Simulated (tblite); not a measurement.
C₆H₁₁NSi.
Cartesian coordinates in Å at the GFN2-xTB level; atoms count from 1:
```
atom  x, y, z in Å
C1     2.5661    0.3140   -1.5591
C2     1.9792    0.1864   -0.3687
C3     2.1105   -1.0285    0.3465
N4     2.2145   -2.0010    0.9454
C5     1.1446    1.2335    0.2856
Si6   -0.7232    0.9578   -0.0668
C7    -1.2993   -0.6652    0.7329
C8    -2.7733   -0.9610    0.4765
H9     2.4899    1.2298   -2.1204
H10    3.1385   -0.4843   -1.9995
H11    1.3161    1.2268    1.3623
H12    1.4339    2.2124   -0.0941
H13   -0.8992    0.9143   -1.5241
H14   -1.4401    2.1105    0.4918
H15   -1.1281   -0.6301    1.8113
H16   -0.7015   -1.4996    0.3594
H17   -3.0706   -1.8911    0.9574
H18   -2.9669   -1.0536   -0.5896
H19   -3.4007   -0.1616    0.8642
```

Level: GFN2-xTB in tblite, geometry and Hessian alike; calculated harmonic values, unscaled, isolated species. Errors from tens to a few hundred cm⁻¹ against measured bands are possible. Modes of hydrogen on silicon can be 10 to 20 % off. One conformer, not necessarily the lowest.

Harmonic wavenumbers (cm⁻¹): 25.7, 46.5, 60.7, 114.9, 138.6, 193.7, 220.3, 267.4, 309.6, 358.9, 451.2, 548.3, 564.0, 594.1, 662.4, 694.9, 706.7, 732.7, 765.4, 774.6, 798.0, 845.8, 883.2, 966.1, 982.2, 1023.2, 1077.1, 1103.7, 1204.1, 1239.2, 1280.7, 1293.4, 1398.4, 1420.6, 1464.2, 1473.6, 1511.2, 1512.5, 1659.4, 2224.4, 2233.0, 2374.2, 2960.3, 2975.9, 2989.0, 3003.6, 3020.5, 3030.9, 3038.8, 3107.3, 3136.9.

A = 2370, B = 1064, C = 828.7 MHz; mass 125.066 u (most abundant isotopes); point group C1, symmetry number 1.

Question: Zero-point energy?

Answer: ½Σν̃ = 32731 cm⁻¹ = 93.58 kcal/mol.

Question: Give the ideal-gas entropy at 400 K and 1 bar in the rigid-rotor, harmonic-oscillator model (classical rotation).

Answer: Translation 41.87, rotation 30.30, vibration 45.94: S = 118.1 cal/(mol K).

Question: And Cp and H(400 K) − H(0)?

Answer: Cp = 50.16 cal/(mol K), of which vibrations give 42.21 (their classical limit is 51 R = 101.3); H(400 K) − H(0) = 12.10 kcal/mol without the zero-point energy, 8.92 from vibrations.

Question: Which modes carry the vibrational entropy at 400 K?

Answer: 25.7 cm⁻¹: 6.72; 46.5 cm⁻¹: 5.54; 60.7 cm⁻¹: 5.02; 114.9 cm⁻¹: 3.76; 138.6 cm⁻¹: 3.39; 193.7 cm⁻¹: 2.75 cal/(mol K); the other 45 give 18.76 together.

Question: Blend soft modes into free rotors: weight 1/[1 + (100 cm⁻¹/ν̃)⁴] for the oscillator and the rest for a rotor with moment μB/(μ + B), μ = h/(8π²ν), B = 10⁻⁴⁴ kg m². What vibrational entropy results?

Answer: 40.54 cal/(mol K) in place of 45.94, which changes −T·S at 400 K by +2.16 kcal/mol.

Question: How do the functions run with temperature in this model?

Answer: 
```json
{"T (K)": "50", "S (cal/(mol K))": "61.5", "Cp (cal/(mol K))": "15.0", "H − H(0) (kcal/mol)": "0.57", "G − H(0) (kcal/mol)": "-2.50", "ln q(vib)": "1.21"}
{"T (K)": "100", "S (cal/(mol K))": "73.7", "Cp (cal/(mol K))": "20.4", "H − H(0) (kcal/mol)": "1.46", "G − H(0) (kcal/mol)": "-5.90", "ln q(vib)": "2.94"}
{"T (K)": "298.15", "S (cal/(mol K))": "104.8", "Cp (cal/(mol K))": "40.5", "H − H(0) (kcal/mol)": "7.47", "G − H(0) (kcal/mol)": "-23.78", "ln q(vib)": "9.00"}
{"T (K)": "373.15", "S (cal/(mol K))": "114.7", "Cp (cal/(mol K))": "47.8", "H − H(0) (kcal/mol)": "10.78", "G − H(0) (kcal/mol)": "-32.02", "ln q(vib)": "11.14"}
{"T (K)": "500", "S (cal/(mol K))": "130.2", "Cp (cal/(mol K))": "58.1", "H − H(0) (kcal/mol)": "17.52", "G − H(0) (kcal/mol)": "-47.57", "ln q(vib)": "14.67"}
{"T (K)": "750", "S (cal/(mol K))": "156.7", "Cp (cal/(mol K))": "72.7", "H − H(0) (kcal/mol)": "34.01", "G − H(0) (kcal/mol)": "-83.53", "ln q(vib)": "21.22"}
{"T (K)": "1000", "S (cal/(mol K))": "179.1", "Cp (cal/(mol K))": "82.5", "H − H(0) (kcal/mol)": "53.49", "G − H(0) (kcal/mol)": "-125.58", "ln q(vib)": "27.21"}
```

q(vib) and H(0) count from the zero-point level.

Hindered rotation and anharmonicity are outside this model. Other conformers, if any are populated, would add a mixing term that is left out. The structure is chiral; the term R ln 2 for an equal mix with its mirror image is left out.

On one thread of an Arm Neoverse V2, no GPU (shared host), this took 0.64 s wall. The figure is for the frequency step alone.
